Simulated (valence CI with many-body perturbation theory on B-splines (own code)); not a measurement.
E1 line list for Hf XLII

Calculated by valence CI with perturbative core correlation (CI+MBPT): three valence electrons over a frozen Dirac-Fock core [Ar] 3d10, a basis of 11 s, 11 p, 10 d, 8 f, 5 g, 2 h functions for each j, with the one-electron correlation potential Σ1, the two-electron term Σ2, the three-electron term Σ3, Breit, model QED; selected CI, second order for the rest, scaled by the run's own slope (own B-spline code, finite nucleus).

No measured spectrum was set against this ion. As an estimate, large intervals hold to a few tenths of a per cent, small ones and those within an open d or f shell to about a per cent.

Lines 201 to 250 of 550 in falling wavelength, among levels below 765.24 eV, chosen from the strongest by gf and those to the six lowest levels. Wavelengths and rates use the calculated energies. Electric multipoles are in the length gauge, E1 and E2 with the static RPA response of the core. Weak lines are less certain than strong ones. Lines between different terms over intervals too small for the method are left out, as are lines whose strength nearly cancels. Where a level lies close to another of its J and parity, the split of strength between their lines is uncertain. The highest levels of a list are the least certain.

Levels are named by their leading jj configuration (3d3/2^4 stands for four electrons in 3d with j = 3/2), which in mixed levels can hold well under half, so a name can repeat and another be missing. Letters in brackets count levels of one name in rising energy.

| λ vac (Å) | Upper | Lower | A (s⁻¹) | S (a.u.) |
| --- | --- | --- | --- | --- |
| 69.77 | (4s 4d5/2 4f7/2) J=5/2 | (4s 4p3/2 4f5/2) J=5/2 [a] | 1.48e+11 | 1.49e-01 |
| 69.73 | (4s 4p1/2 4f7/2) J=5/2 | (4s 4p1/2 4d3/2) J=3/2 [b] | 1.12e+11 | 1.12e-01 |
| 69.68 | (4p3/2 4d5/2^2) J=11/2 | (4s 4p3/2 4f7/2) J=11/2 | 3.68e+10 | 7.38e-02 |
| 69.66 | (4s 4d5/2^2) J=1/2 [b] | (4s 4p3/2 4d5/2) J=1/2 | 2.97e+11 | 9.90e-02 |
| 69.65 | (4s 4p3/2 4d3/2) J=3/2 [b] | (4s^2 4d3/2) J=3/2 | 2.52e+11 | 1.68e-01 |
| 69.62 | (4p1/2 4p3/2 4f7/2) J=7/2 [b] | (4s 4p1/2 4f7/2) J=7/2 [c] | 9.24e+10 | 1.23e-01 |
| 69.61 | (4p1/2 4p3/2^2) J=3/2 | (4s 4p1/2 4p3/2) J=1/2 | 5.19e+11 | 3.46e-01 |
| 69.59 | (4s 4d5/2^2) J=5/2 | (4s^2 4f7/2) J=7/2 | 1.23e+11 | 1.22e-01 |
| 69.59 | (4p3/2^2 4f5/2) J=9/2 | (4s 4p3/2 4f5/2) J=7/2 [a] | 1.06e+11 | 1.76e-01 |
| 69.59 | (4s 4d5/2 4f5/2) J=7/2 [a] | (4s 4d3/2 4d5/2) J=7/2 [a] | 1.58e+11 | 2.10e-01 |
| 69.55 | (4s^2 4d5/2) J=5/2 | (4s^2 4p3/2) J=3/2 | 5.14e+11 | 5.12e-01 |
| 69.50 | (4s 4d3/2 4f7/2) J=5/2 [a] | (4s 4d3/2^2) J=5/2 | 9.27e+10 | 9.21e-02 |
| 69.46 | (4p3/2 4d3/2 4d5/2) J=3/2 [a] | (4s 4d3/2 4d5/2) J=5/2 [a] | 1.43e+11 | 9.44e-02 |
| 69.42 | (4s 4p3/2 4d5/2) J=7/2 [b] | (4s^2 4d5/2) J=5/2 | 9.56e+11 | 1.26e+00 |
| 69.40 | (4s 4d5/2^2) J=7/2 | (4s 4p3/2 4d5/2) J=7/2 [b] | 2.09e+11 | 2.76e-01 |
| 69.37 | (4s 4d5/2 4f7/2) J=7/2 [b] | (4s 4d3/2 4d5/2) J=5/2 [b] | 5.81e+10 | 7.66e-02 |
| 69.31 | (4p1/2 4p3/2^2) J=5/2 | (4s 4p1/2 4p3/2) J=3/2 [b] | 4.14e+11 | 4.08e-01 |
| 69.29 | (4p1/2 4p3/2 4f5/2) J=9/2 | (4s 4p1/2 4f7/2) J=7/2 [b] | 2.17e+11 | 3.57e-01 |
| 69.27 | (4p3/2^2 4f5/2) J=9/2 | (4s 4p3/2 4f7/2) J=7/2 [a] | 1.27e+11 | 2.09e-01 |
| 69.27 | (4p3/2 4d3/2 4d5/2) J=7/2 [c] | (4s 4p3/2 4f5/2) J=7/2 [a] | 1.47e+11 | 1.92e-01 |
| 69.21 | (4p1/2 4d5/2^2) J=7/2 | (4s 4p1/2 4f7/2) J=7/2 [a] | 1.53e+11 | 2.00e-01 |
| 69.19 | (4p3/2^2 4d3/2) J=1/2 | (4s 4p3/2 4d3/2) J=1/2 [b] | 4.72e+11 | 1.54e-01 |
| 69.17 | (4p3/2^2 4d5/2) J=5/2 [a] | (4s 4p3/2 4d5/2) J=7/2 [b] | 2.95e+11 | 2.89e-01 |
| 69.12 | (4p1/2 4p3/2 4f7/2) J=5/2 [a] | (4s 4p1/2 4f7/2) J=5/2 | 8.47e+10 | 8.28e-02 |
| 69.11 | (4s 4d5/2 4f5/2) J=7/2 [b] | (4s 4d3/2 4d5/2) J=5/2 [b] | 6.85e+10 | 8.93e-02 |
| 69.09 | (4s 4p3/2 4f7/2) J=7/2 [b] | (4s^2 4f7/2) J=7/2 | 3.37e+11 | 4.39e-01 |
| 69.07 | (4s 4p3/2 4f5/2) J=5/2 [c] | (4s 4p3/2 4d5/2) J=3/2 [a] | 2.36e+11 | 2.31e-01 |
| 69.07 | (4s 4p1/2 4d5/2) J=3/2 | (4s 4p1/2 4p3/2) J=3/2 [a] | 1.80e+11 | 1.17e-01 |
| 69.05 | (4p3/2^2 4f5/2) J=9/2 | (4s 4p3/2 4f7/2) J=9/2 [a] | 6.16e+10 | 1.00e-01 |
| 69.03 | (4p3/2 4d3/2 4d5/2) J=5/2 [c] | (4s 4d3/2 4d5/2) J=3/2 [a] | 7.29e+10 | 7.10e-02 |
| 68.96 | (4s 4p3/2 4f5/2) J=7/2 [a] | (4s 4p3/2 4d3/2) J=5/2 [a] | 2.44e+11 | 3.16e-01 |
| 68.96 | (4s 4d3/2 4f5/2) J=5/2 [b] | (4s 4d3/2^2) J=5/2 | 1.73e+11 | 1.68e-01 |
| 68.92 | (4p3/2^2 4d3/2) J=3/2 [a] | (4s 4p3/2 4d3/2) J=3/2 [b] | 1.77e+11 | 1.14e-01 |
| 68.87 | (4p3/2 4d3/2 4d5/2) J=5/2 [d] | (4s 4d3/2 4d5/2) J=3/2 [b] | 1.89e+11 | 1.83e-01 |
| 68.80 | (4p3/2^2 4d3/2) J=1/2 | (4s 4p3/2 4d5/2) J=3/2 [a] | 2.78e+11 | 8.92e-02 |
| 68.78 | (4p3/2 4d3/2 4d5/2) J=5/2 [e] | (4s 4p3/2 4f5/2) J=7/2 [a] | 1.73e+11 | 1.67e-01 |
| 68.68 | (4p1/2 4p3/2 4f7/2) J=11/2 | (4s 4p1/2 4f7/2) J=9/2 | 7.33e+10 | 1.41e-01 |
| 68.62 | (4s 4p1/2 4d5/2) J=5/2 [b] | (4s 4p1/2 4p3/2) J=3/2 [a] | 3.06e+10 | 2.93e-02 |
| 68.61 | (4p1/2 4p3/2^2) J=3/2 | (4s 4p1/2 4p3/2) J=3/2 [b] | 1.45e+11 | 9.28e-02 |
| 68.60 | (4p1/2 4p3/2 4f7/2) J=7/2 [a] | (4s 4p1/2 4f7/2) J=9/2 | 5.29e+10 | 6.75e-02 |
| 68.56 | (4s 4p3/2 4d5/2) J=3/2 [b] | (4s^2 4d5/2) J=5/2 | 3.27e+11 | 2.08e-01 |
| 68.55 | (4p1/2 4p3/2 4f5/2) J=7/2 | (4s 4p1/2 4f5/2) J=5/2 [a] | 3.15e+11 | 4.01e-01 |
| 68.53 | (4p1/2 4p3/2 4d5/2) J=7/2 [a] | (4s 4p1/2 4d5/2) J=5/2 [a] | 3.96e+11 | 5.04e-01 |
| 68.37 | (4p3/2 4d3/2^2) J=3/2 [a] | (4s 4d3/2^2) J=3/2 | 1.86e+11 | 1.17e-01 |
| 68.36 | (4p1/2 4p3/2 4f7/2) J=7/2 [a] | (4s 4p1/2 4f7/2) J=7/2 [b] | 7.51e+10 | 9.47e-02 |
| 68.29 | (4s 4d3/2 4f5/2) J=1/2 | (4s 4d3/2^2) J=1/2 | 3.40e+11 | 1.07e-01 |
| 68.22 | (4s 4d5/2^2) J=3/2 | (4s 4p3/2 4d3/2) J=1/2 [b] | 2.53e+11 | 1.59e-01 |
| 68.14 | (4s 4d5/2 4f5/2) J=9/2 | (4s 4d3/2 4d5/2) J=7/2 [b] | 2.31e+11 | 3.61e-01 |
| 68.12 | (4s 4p3/2 4f5/2) J=7/2 [b] | (4s^2 4f5/2) J=5/2 | 1.74e+11 | 2.17e-01 |
| 68.10 | (4p1/2 4p3/2 4d3/2) J=3/2 [b] | (4s 4p1/2 4d3/2) J=1/2 | 1.61e+11 | 1.00e-01 |
